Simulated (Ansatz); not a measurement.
One change: `[SH][Sn]([SH])([Cl])[Cl]` becomes `[SH][Sn]([Cl])([Cl])[Cl]`.

Ansatz, PBE0-D4/def2-TZVP geometries, multiplicity 1. Each molecule was computed in one conformer, which needn't be the lowest.

Elements past krypton have def2 core potentials.

| property | `[SH][Sn]([SH])([Cl])[Cl]` |
| --- | --- |
| zero-point energy (PBE0-D4/def2-TZVP) / kJ/mol | 54.7 |
| HOMO–LUMO gap (B3LYP/def2-TZVPP) / eV | 5.15 |
| LUMO energy (PBE/def2-TZVPP) / eV | -3.43 |
| HOMO energy (ωB97M-V/def2-TZVPP) / eV | -10.45 |
| HOMO energy (PBE/def2-TZVPP) / eV | -6.99 |
| LUMO energy (B3LYP/def2-TZVPP) / eV | -2.84 |

(1) What does the change do to each property? (An estimate is asked.)

## Answers

(1) Computed: 
```tsv
property	`[SH][Sn]([Cl])([Cl])[Cl]`	shift
zero-point energy (PBE0-D4/def2-TZVP) / kJ/mol	33.5	-21.2
HOMO–LUMO gap (B3LYP/def2-TZVPP) / eV	5.07	-0.08
LUMO energy (PBE/def2-TZVPP) / eV	-3.73	-0.30
HOMO energy (ωB97M-V/def2-TZVPP) / eV	-10.69	-0.24
HOMO energy (PBE/def2-TZVPP) / eV	-7.19	-0.20
LUMO energy (B3LYP/def2-TZVPP) / eV	-3.13	-0.29
```

With PBE0 the HOMO falls by 0.22 eV and the LUMO falls by 0.29 eV, so the gap narrows by about 0.07 eV. PBE moves the HOMO by -0.20 eV and ωB97M-V by -0.24 eV. The zero-point energy changes by -21.2 kJ/mol with -3 modes.

B3LYP here is the variant with VWN-RPA as its local correlation; programs differ in this.
